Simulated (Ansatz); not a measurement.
`[CH3][Ge][OH]` + `CNC` → `C[N](C)[Ge][OH]` + CH₄ at 298.15 K and 1 bar (ligand exchange at a Ge–C bond).

Isolated molecules relaxed with PBE0-D4/def2-TZVP in Ansatz; ΔE leaves out vibrations. CCSD(T)/CBS is the MP2 limit (def2-TZVPP, def2-QZVPP) plus CCSD(T) − MP2 in def2-TZVPP, frozen cores. This one scheme is used for every species. For Ge outer-core shells are correlated without core-valence functions, which leaves a few kJ/mol of doubt a bond. Scalar relativity is left out up to krypton. One conformer a species, not always the lowest.

```json
{"species": "`[CH3][Ge][OH]`", "CCSD(T)/CBS energy (Eh)": "-2191.75471", "H − E (kJ/mol)": "143.8", "S (J/(mol·K))": "303.0"}
{"species": "`CNC`", "CCSD(T)/CBS energy (Eh)": "-135.00321", "H − E (kJ/mol)": "256.9", "S (J/(mol·K))": "271.4"}
{"species": "`C[N](C)[Ge][OH]`", "CCSD(T)/CBS energy (Eh)": "-2286.33334", "H − E (kJ/mol)": "272.1", "S (J/(mol·K))": "363.7"}
{"species": "CH₄", "CCSD(T)/CBS energy (Eh)": "-40.46206", "H − E (kJ/mol)": "127.4", "S (J/(mol·K))": "186.2"}
```

H − E and S are ideal-gas, rigid-rotor, harmonic terms from PBE0-D4/def2-TZVP, for one conformer and one mirror image of each species. 1 Eh = 2625.50 kJ/mol, R = 8.31446 J/(mol·K).

Question: By hand: ΔE, ΔH, ΔS and ΔG.

Answer: ΔE = (-2286.33334) + (-40.46206) − (-2191.75471) − (-135.00321) = -0.03748 Eh = -98.4 kJ/mol. Δ(H − E) = 272.1 + 127.4 − 143.8 − 256.9 = -1.2, so ΔH = -99.6 kJ/mol. ΔS = 363.7 + 186.2 − 303.0 − 271.4 = -24.5 J/(mol·K). ΔG = -99.6 − 298.15 × (-24.5)/1000 = -92.3 kJ/mol.

Question: By hand: the equilibrium constant, and the temperature at which ΔG would vanish if ΔH and ΔS stayed fixed.

Answer: log₁₀ K = −ΔG/(RT ln 10) = 16.2. ΔG = 0 at ΔH/ΔS = 4065 K, far beyond where these terms or the molecules hold.

ΔH outweighs TΔS. A doubt of 5 kJ/mol in ΔE shifts log₁₀ K by 0.9 here. Other conformers and mirror images would add mixing entropy, several J/(mol·K) or more a flexible species. Modes under 60 cm⁻¹, often nearly free rotors, make the harmonic entropy too high. These are equilibria of isolated gas molecules and say nothing of rates. Largest T1 diagnostic: 0.014 (customary marks: 0.02 for closed shells, 0.045 for open ones).
